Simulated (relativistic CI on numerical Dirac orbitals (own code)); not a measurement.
**Re XXIX: sensitivity of the levels to the model**

Base calculation: Dirac-Coulomb-Breit CI, KLI orbitals optimised for each configuration, model QED (radiative potential, 1s self-energy scaled to tabulated hydrogen-like ionisation energies), unscaled Slater integrals.

Configuration list (outside the closed core [Ar] 3d10): 4s2 4p6 4d10 4f, 4s2 4p6 4d9 4f2, 4s2 4p6 4d10 5s, 4s2 4p6 4d10 5p, 4s2 4p5 4d10 4f2, 4s2 4p6 4d10 5d, 4s 4p6 4d10 4f2, 4s2 4p6 4d9 4f 5s, 4s2 4p6 4d10 5f, 4s2 4p6 4d9 4f 5p, 4s2 4p6 4d10 6s, 4s2 4p6 4d10 5g, 4s2 4p6 4d10 6p, 4s2 4p6 4d10 6d, 4s2 4p5 4d10 4f 5s, 4s2 4p6 4d10 6f, 4s2 4p6 4d9 4f 5f, 4s2 4p6 4d10 7s, 4s2 4p6 4d10 7p, 4s 4p6 4d10 5s2, 4s2 4p6 4d9 4f 6p, 4s2 4p6 4d10 8s. Double excitations out of closed p, d and f shells are left out; levels of such configurations are missing from the list, as are those of other unlisted configurations, and high levels can miss mixing partners.

The lowest level and the first level of each name with at least 55 % of one term (blank where a level has no safe partner in the second run):

```csv
Level,Base (cm⁻¹),Shift (cm⁻¹)
4s2 4p6 4d10 4f 2F°_5/2,0,0
4s2 4p6 4d10 4f 2F°_7/2,32332,0
4s2 4p6 4d10 5s 2S_1/2,1230499,+11947
4s2 4p6 4d9 4f2 4F_3/2,1579364,+888
4s2 4p6 4d9 4f2 4F_5/2,1584261,+888
4s2 4p6 4d10 5p 2P°_1/2,1604587,+13197
4s2 4p6 4d9 4f2 4K_15/2,1640107,+888
4s2 4p6 4d9 4f2 4D_3/2,1641005,+888
4s2 4p6 4d9 4f2 4K_17/2,1653134,+888
4s2 4p6 4d9 4f2 4D_1/2,1654110,+888
4s2 4p6 4d9 4f2 4H_13/2,1657136,+888
4s2 4p6 4d9 4f2 2D_3/2,1678036,+889
4s2 4p6 4d9 4f2 4P_1/2,1681631,+889
4s2 4p6 4d9 4f2 2I_13/2,1691762,+888
4s2 4p6 4d9 4f2 2L_17/2,1693293,+888
4s2 4p6 4d9 4f2 4I_15/2,1695546,+888
4s2 4p6 4d9 4f2 2H_11/2,1703658,+888
4s2 4p6 4d9 4f2 2K_15/2,1750770,+888
```

At this charge energies of transitions that change n are usually good to better than 1 %, and those within a shell (Δn = 0) to a few per cent.

Problem. One thing was changed in a second run, which moved the levels as shown. Which?
A. Breit term removed
B. P86 correlation estimate
C. QED terms removed
D. configuration mixing switched off

Solution. B. P86 correlation estimate. A correlation estimate moves all levels of a configuration together before mixing; mixed levels move by a weighted share.

LS names give the leading component of a level, which can be under half, so a name can repeat, a term be missing and a line seem to break the LS rules.
